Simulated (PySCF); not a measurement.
Vertical excitations of a molecule C₄H₂BrCl from TDA-PBE/def2-SVPD (PySCF 2.14.0), as energy in eV (oscillator strength): 4.24 (0.000), 4.66 (0.000), 4.83 (0.193), 5.19 (0.021), 5.25 (0.000), 5.54 (0.000), 5.61 (0.000), 5.75 (0.117), 5.75 (0.000), 6.03 (0.068). Lowest triplet (TDA): 3.03 eV. Geometry: ωB97X-D3(BJ)/def2-SVP. One conformer was computed; it need not be the lowest.

**Question.** Pick the molecule that these values belong to.
A. C#C/C(Cl)=C\Br
B. C#C/C(Br)=C\Cl
C. C#C/C=C(/Cl)Br

**Answer.** B, C#C/C(Br)=C\Cl
